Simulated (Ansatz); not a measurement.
Species: C₃H₂F₃ (charge 0, doublet). It need not be the lowest isomer of its formula. 
Coordinates optimised at B3LYP-D3(BJ)/def2-TZVP (Ansatz, a first-principles code):
SMILES: C=[C]C(F)(F)F
```xyz
8

C      2.2074    -0.0023    -0.1464
C      1.0345     0.4971     0.1089
C     -0.3688     0.0496     0.0420
F     -0.9595     0.0930     1.2503
F     -0.4658    -1.2253    -0.4059
F     -1.0940     0.8199    -0.7895
H      3.1195     0.5671    -0.0036
H      2.3160    -1.0220    -0.5170
```
Charge 0, spin multiplicity 2.

Wanted: atomisation energy (electronic, to ground-state atoms), in kJ/mol. Correlated levels leave the core frozen unless marked. UHF or UKS for open shells. Spin-orbit coupling is left out. No relativistic terms. The coupled-cluster limit lacks core correlation, which all-electron functionals hold. CBS(X,Y): correlation extrapolated as X^-3; Hartree-Fock from the larger set.

The UHF reference is spin-contaminated (<S^2> 0.20 over the pure value in the largest basis). 

| level | program | atomisation energy (kJ/mol) |
|---|---|---|
| revPBE-D3(BJ)/def2-TZVPD | Ansatz + dftd3 | 3304.6 |
| PBE0/STO-3G | Ansatz | 3521.8 |
| r2SCANh-D4/def2-TZVPD | Ansatz + dftd4 | 3283.5 |
| HSE06/def2-TZVPD | Ansatz | [?] |
| CAM-B3LYP-D3(BJ)/def2-TZVPD | Ansatz + dftd3 | [?] |
| RPA@PBE/cc-pVTZ | Ansatz | [?] |
| CCSD/STO-3G | Ansatz | 2844.7 |
| CCSD(T)/CBS(cc-pVTZ,cc-pVQZ) | Ansatz | 3269.2 |

Task: What belongs in the gaps?

Result: 
- HSE06/def2-TZVPD, atomisation energy (kJ/mol): 3316.7
- CAM-B3LYP-D3(BJ)/def2-TZVPD, atomisation energy (kJ/mol): 3300.6
- RPA@PBE/cc-pVTZ, atomisation energy (kJ/mol): 2943.2
